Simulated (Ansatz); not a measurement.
Start from `[OH][Ge][OH]` and change one element to get `[OH][Sn][OH]`.

Ansatz, PBE0-D4/def2-TZVP geometries, multiplicity 1. Each molecule was computed in one conformer, which needn't be the lowest.

Elements past krypton have def2 core potentials. Scalar relativity is left out up to krypton.

```csv
property,`[OH][Ge][OH]`
HOMO energy (B3LYP/def2-TZVPP) / eV,-7.77
LUMO energy (PBE/def2-TZVPP) / eV,-2.30
zero-point energy (PBE0-D4/def2-TZVP) / kJ/mol,69.4
HOMO–LUMO gap (ωB97M-V/def2-TZVPP) / eV,10.62
HOMO–LUMO gap (PBE/def2-TZVPP) / eV,4.47
LUMO energy (B3LYP/def2-TZVPP) / eV,-1.77
```

(1) What does the change do to each property? (Estimate.)

Answers

(1) Ansatz gave: 
```tsv
property	`[OH][Sn][OH]`	shift
HOMO energy (B3LYP/def2-TZVPP) / eV	-7.32	0.45
LUMO energy (PBE/def2-TZVPP) / eV	-2.59	-0.29
zero-point energy (PBE0-D4/def2-TZVP) / kJ/mol	68.6	-0.8
HOMO–LUMO gap (ωB97M-V/def2-TZVPP) / eV	9.45	-1.17
HOMO–LUMO gap (PBE/def2-TZVPP) / eV	3.71	-0.76
LUMO energy (B3LYP/def2-TZVPP) / eV	-2.18	-0.41
```

With PBE0 the HOMO rises by 0.44 eV and the LUMO falls by 0.41 eV, so the gap narrows by about 0.85 eV. PBE moves the HOMO by 0.46 eV and ωB97M-V by 0.49 eV.

B3LYP here is the variant with VWN-RPA as its local correlation; programs differ in this.
